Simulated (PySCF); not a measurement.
# Ionising SnHg

UHF-SCS-MP2; PySCF, scalar-relativistic core potentials, basis sets Sn def2-SVP with ECP28, Hg def2-SVP with ECP60. Neutral (UHF): triplet (π ↑↑), Re = 3.035 Å, ωe = 67.1 cm⁻¹, De = 0.22 eV.

SnHg⁺ (UHF): doublet (π ↑), Re = 2.979 Å, ωe = 94.5 cm⁻¹, De = 0.66 eV to Sn⁺ + Hg. The energies at the minima are -366.28345 hartree for SnHg and -366.04073 for SnHg⁺.

Work out the adiabatic ionisation energy, without and with harmonic zero-point energies (1 hartree = 27.2114 eV, 1 eV = 8065.5 cm⁻¹), and the change of the bond length.

At UHF-SCS-MP2: 0.24272 hartree = 6.605 eV between the minima; the zero-point term (94.5 − 67.1)/2 cm⁻¹ = +0.002 eV makes it 6.606 eV. Re changes by -5.6 pm against the neutral. The electron leaves a π orbital, and the shorter bond of the ion fits an antibonding orbital, or a change in how ionic the bond is.

Correlated steps freeze 4 core orbitals. Weak bonds: SnHg. Basis-set superposition, not corrected here, can be much of De in a small basis, most of all at correlated wavefunction levels. Spin–orbit coupling is left out, which matters for elements this heavy, above all for dissociation energies. For an ion De counts to the pair picked by the measured ionisation energies or electron affinities, which need not be the lowest pair at this level. States were picked by a PBE0 search and need not be the measured ground states.
